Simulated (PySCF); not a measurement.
The calculation used PySCF, delta-SCF UKS SCAN, pcX-2 on the ionised atom, pcseg-1 elsewhere, spin-free X2C. Geometries: PBE0-D3(BJ)/def2-SVP; isolated species, one conformer each. Values against the vacuum level.

Question: Rank by computed C 1s binding energy, lowest first.
A. C3 in `[CH3:1][GeH2:2][CH2:3][SiH2:4][NH2:5]`
B. C1 in `[CH3:1][CH2:2][Ge@@H:3]([NH2:4])[SiH3:5]`
C. C2 in `[CH3:1][CH2:2][GeH2:3][NH:4][SiH3:5]`
D. C1 in `[CH3:1][NH:2][GeH2:3][CH2:4][SiH3:5]`

Answer: A (289.55 eV), C (290.16 eV), B (290.64 eV), D (291.42 eV).

The highest is bonded to N and 3 H, the lowest to 2 H, Ge and Si; the range is 1.87 eV.

Question: Order these sites by rising Si 1s binding energy.
A. Silicon in `CN(C)[SiH2][GeH3]`
B. Silicon in `[CH2]([Ge@@H]([NH2])[SiH3])C`
C. Silicon in `C[CH2][GeH2][NH][SiH3]`

Answer: B (1846.03 eV), A (1846.33 eV), C (1846.66 eV).

From the lowest up, the atoms are bonded to: 3 H and Ge (1846.03); N, 2 H and Ge (1846.33); N and 3 H (1846.66).
